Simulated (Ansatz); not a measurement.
Relaxation of AlH₄NO₂ (8 atoms, charge 0, multiplicity 1), to a largest force component of 0.02 eV/Å in at most 50 steps.

Computed with RKS PBE-D4/def2-SVPD (Ansatz).

```xyz
8
Properties=species:S:1:pos:R:3
N -0.298 1.536 0.174
Al 0.140 -0.201 -0.335
O 1.840 -0.570 -0.831
O -1.040 -1.522 -0.323
H -1.099 0.692 -0.537
H -0.746 1.541 1.124
H 2.346 -0.814 0.036
H -1.029 -1.888 0.591
```

Task: Where does it end, and by what steps?

Result: It converged. After 11 steps the energy has fallen by 3.417 eV; H6 moved furthest, 1.17 Å. Parted: Al2–H5. Joined: N1–H5.

```json
{"step": "0", "energy less start (eV)": "0.0000", "largest force component (eV/Å)": "4.555", "accepted": "yes"}
{"step": "1", "energy less start (eV)": "-1.3515", "largest force component (eV/Å)": "3.063", "accepted": "yes"}
{"step": "2", "energy less start (eV)": "-1.9616", "largest force component (eV/Å)": "3.904", "accepted": "yes"}
{"step": "3", "energy less start (eV)": "-2.4442", "largest force component (eV/Å)": "1.300", "accepted": "yes"}
{"step": "4", "energy less start (eV)": "-2.7003", "largest force component (eV/Å)": "1.033", "accepted": "yes"}
{"step": "5", "energy less start (eV)": "-2.8490", "largest force component (eV/Å)": "0.622", "accepted": "yes"}
{"step": "6", "energy less start (eV)": "-3.0057", "largest force component (eV/Å)": "1.192", "accepted": "yes"}
{"step": "7", "energy less start (eV)": "-3.2439", "largest force component (eV/Å)": "0.645", "accepted": "yes"}
{"step": "8", "energy less start (eV)": "-3.3602", "largest force component (eV/Å)": "0.477", "accepted": "yes"}
{"step": "9", "energy less start (eV)": "-3.4030", "largest force component (eV/Å)": "0.267", "accepted": "yes"}
{"step": "10", "energy less start (eV)": "-3.4155", "largest force component (eV/Å)": "0.069", "accepted": "yes"}
{"step": "11", "energy less start (eV)": "-3.4171", "largest force component (eV/Å)": "0.009", "accepted": "yes"}
```

```xyz
8
Properties=species:S:1:pos:R:3
N -0.656 1.158 0.177
Al 0.221 -0.373 -0.057
O 1.937 -0.273 -0.210
O -0.534 -1.927 -0.141
H -1.665 1.260 0.270
H -0.196 2.065 0.232
H 2.491 -1.056 -0.330
H -1.484 -2.080 -0.043
```

Whether the end is a true minimum wasn't checked by a vibrational analysis.

Time of the run: 25 s on 2 threads of Arm Neoverse V1, on a shared host, peak memory 0.14 GiB.
